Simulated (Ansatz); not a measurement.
Reaction (formal exchange of groups at a B–Cl bond): `COBCl` + SiH₄ → `COB[SiH3]` + HCl

Isolated molecules relaxed with PBE0-D4/def2-TZVP in Ansatz; ΔE leaves out vibrations. CCSD(T)/CBS adds triple-zeta CCSD(T) − MP2 to the extrapolated MP2 energy (def2 sets, frozen cores). This one scheme is used for every species. DFT in def2-TZVPP. One conformer a species, not always the lowest.

| level | ΔE (kJ/mol) |
| --- | --- |
| B2PLYP | 120.2 |
| revPBE | 108.7 |
| r2SCAN0 | 120.2 |
| MP2/def2-SVP | 135.4 |

Question: What does CCSD(T)/CBS give? (Estimate.)

Answer: The calculation gave: +114.2 kJ/mol. The listed levels differ from it by 6.0, -5.5, 6.0, 21.2 kJ/mol.

Largest T1 diagnostic among the species: 0.014.

From BLYP to BHLYP (50 % exact exchange), in def2-TZVPP and without D4, ΔE moves by +8.1 kJ/mol. At CCSD(T), def2-SVP lies +13.0 kJ/mol from the extrapolated value and def2-TZVPP +0.7 kJ/mol. In def2-TZVPP, CCSD(T) changes the Hartree–Fock value by −15.1 kJ/mol (the triples alone add −0.6 kJ/mol) and MP2 by −6.1 kJ/mol.
